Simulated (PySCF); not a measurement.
This script is equivalent to a calculation on H (hydrogen, neutral).

```python
from pyscf import gto, scf, dft, mp, cc
import basis_set_exchange as bse
mol = gto.M(atom="H 0 0 0", charge=0, spin=1, symmetry="D2h",
            basis=gto.basis.parse(bse.get_basis("aug-cc-pV5Z", elements=["H"], fmt="nwchem")))
mf = dft.UKS(mol, xc="PBE0")
mf.irrep_nelec = {'Ag': (1, 0)}
mf.kernel()
```

What total energy does it give?

-0.501 hartree (calculated).

Which occupied shell lies highest, and where?

1s α, at -9.130 eV.

What is ⟨S²⟩, and what would a pure spin state give?

0.750, against 0.75.

For one electron the Hartree and exchange-correlation energies should cancel; what remains is the self-interaction error.
